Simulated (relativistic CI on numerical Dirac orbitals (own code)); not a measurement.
Sensitivity of the levels of Pb66+ to α and to the nuclear radius

Calculated at this level of theory: Dirac-Coulomb-Breit CI, orbitals from a KLI potential per configuration, derivatives by finite differences, unscaled Slater integrals, QED left out (own radial code, finite nucleus).

Configuration list (outside the closed core [Ne]): 3s2.3p4, 3s2.3p3.3d, 3s.3p5, 3p6, 3s.3p4.3d, 3s.3p3.3d2. Double excitations out of closed p, d and f shells are left out; levels of such configurations are missing from the list, as are those of other unlisted configurations, and high levels can miss mixing partners.

With x = (α/α₀)² − 1 an excitation energy changes as ω = ω₀ + qx; K = 2q/ω₀ is the relative enhancement. Terms are leading LS components, so labels can repeat. The field-shift factor is F = δν/δ⟨r²⟩ for the transition from the lowest level.

Lowest level 3s2.3p4 3P_2.

| Level | ω₀ (cm⁻¹) | q (cm⁻¹) | K | F (GHz/fm²) |
| --- | --- | --- | --- | --- |
| 3s2.3p4 1S_0 | 201089 | 12080 | 0.12 | 3.06 |
| 3s2.3p3.3d 3D°_2 | 2158102 | 165500 | 0.153 | 39.4 |
| 3s2.3p3.3d 3P°_0 | 2239908 | 179600 | 0.16 | 38.9 |
| 3s2.3p3.3d 3D°_1 | 2242013 | 179100 | 0.16 | 16.8 |
| 3s2.3p3.3d 3F°_3 | 2243773 | 167200 | 0.149 | 46.5 |
| 3s2.3p3.3d 3F°_4 | 3236480 | 1.227e+06 | 0.759 | 89.9 |
| 3s2.3p3.3d 3D°_2 | 3311482 | 1.266e+06 | 0.765 | 16.4 |
| 3s2.3p3.3d 3D°_3 | 3484507 | 1.256e+06 | 0.721 | 72.7 |
| 3s2.3p3.3d 3D°_1 | 3590616 | 1.273e+06 | 0.709 | 64.4 |
| 3s2.3p4 3P_1 | 4630844 | 6.022e+06 | 2.6 | -1430 |
| 3s2.3p4 1D_2 | 4718732 | 6.013e+06 | 2.55 | -1440 |
| 3s.3p5 3P°_2 | 6393392 | 6.498e+06 | 2.03 | -14900 |
| 3s.3p5 1P°_1 | 6563935 | 6.353e+06 | 1.94 | -8820 |

At this charge energies of transitions that change n are usually good to better than 1 %, and those within a shell (Δn = 0) to a few per cent.
